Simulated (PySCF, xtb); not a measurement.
BF2, SMILES F[B]F, multiplicity 2.

Harmonic wavenumbers (cm⁻¹) from GFN2-xTB run with xtb 6.7.1 at its own minimum, in rising order: 477, 1195, 1252.

**Question.** What does B3LYP-D3(BJ)/def2-TZVP in PySCF give at its own minimum? (Estimate from the structure and the level; the computed values follow.)

**Answer.** 519, 1157, 1420. Paired by order, the mean absolute difference is 82 cm⁻¹ and the zero-point energies are 4.2 and 4.4 kcal/mol.
